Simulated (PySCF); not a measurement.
Simulation results for AlBClH$_{2}$N, AlBH$_{3}$O$_{2}$

All values are calculated (PySCF 2.14.0). Calculation on a computer-drawn molecule: the log of a Hartree-Fock and frozen-core CCSD(T) single point meant for a local Hartree-Fock minimum, with one planted fault or none, to be diagnosed. Offsets are logged minus clean, where the clean run is the same molecule without the fault. The reference is restricted for singlets and unrestricted otherwise, and also for a bond in bohr or an excited solution. Adding or removing an electron swaps singlet and doublet. The excited solution moves the top pair (singlet) or top alpha electron (doublet) to the lowest empty orbital. Highest occupied and lowest empty are orbital energies over both spins, largest force is the largest gradient component, triples share is (T) over the correlation energy, the T1 limit is 0.02 restricted and 0.045 unrestricted, electrons count all cores, a negative frequency is imaginary (commonest isotopes), and the dipole is about the centre of nuclear charge.

Common to all runs: meant multiplicity 1; meant basis cc-pV(D+d)Z; logged SCF converged yes; logged CC converged yes; logged SCF stable within its kind yes; possible faults no fault, one electron removed, one electron added, multiplicity raised by two, geometry at a saddle point, SCF held on an excited solution, minimal basis STO-3G, one bond length entered in bohr, all coordinates scaled.

```yaml
- entry: 1
  formula: AlBClH2N
  logged_structure:
    atoms_angstrom:
      - [B, -1.2881, 0.6055, 1.375]
      - ["N", 0.0845, 0.3634, 1.4376]
      - [Al, 1.6697, 0.0833, 1.51]
      - [Cl, 3.6957, -0.2744, 1.6022]
      - [H, -2.0902, -0.3036, 1.4269]
      - [H, -1.7237, 1.7328, 1.2665]
  given:
    meant_charge: 0
    logged_electrons: 44
    logged_basis_functions: 84
    logged_spin_squared: 0.0
    "logged_highest_occupied [eV]": -8.8605
    "logged_lowest_empty [eV]": 0.69447
    "logged_largest_force [hartree/bohr]": 3.8365e-05
    "logged_lowest_frequency [cm^-1]": 101.51
    logged_T1_diagnostic: 0.018081
    logged_D1_diagnostic: 0.055079
    logged_triples_share: 0.032714
    "logged_dipole_magnitude [debye]": 4.6282
    "logged_energy_HF [hartree]": -781.7714
    "logged_energy_CCSD(T) [hartree]": -782.25999
    drawn_bonds_atom: [1, 2, 3, 1, 1]
    drawn_bonds_other_atom: [2, 3, 4, 5, 6]
    drawn_bonds_order: [1, 2, 1, 1, 1]
  results:
    planted_fault: "no fault"
    "HF_energy_offset_from_clean_run [kcal/mol]": 0.0
    "CCSD(T)_energy_offset_from_clean_run [kcal/mol]": 0.0
- entry: 2
  formula: AlBH3O2
  logged_structure:
    atoms_angstrom:
      - [B, -2.0996, 1.1635, 1.1878]
      - [O, -0.8428, 0.5937, 0.9562]
      - [Al, 0.5976, -0.0594, 0.6911]
      - [O, 2.0217, -0.7049, 0.4287]
      - [H, -2.1261, 2.2088, 1.7554]
      - [H, -3.0493, 0.5607, 0.8001]
      - [H, 2.8694, -1.0892, 0.2728]
  given:
    meant_charge: 1
    logged_electrons: 35
    logged_basis_functions: 80
    logged_spin_squared: 0.7802
    "logged_highest_occupied [eV]": -24.375
    "logged_lowest_empty [eV]": -14.838
    "logged_largest_force [hartree/bohr]": 0.1387
    logged_T1_diagnostic: 0.023904
    logged_D1_diagnostic: 0.098738
    logged_triples_share: 0.025531
    "logged_dipole_magnitude [debye]": 7.1423
    "logged_energy_HF [hartree]": -417.36174
    "logged_energy_CCSD(T) [hartree]": -417.87227
    drawn_bonds_atom: [1, 2, 3, 1, 1, 4]
    drawn_bonds_other_atom: [2, 3, 4, 5, 6, 7]
    drawn_bonds_order: [1, 1, 1, 1, 1, 1]
  results:
    planted_fault: "one electron removed"
    "HF_energy_offset_from_clean_run [kcal/mol]": 365.2
    "CCSD(T)_energy_offset_from_clean_run [kcal/mol]": 372.9
```
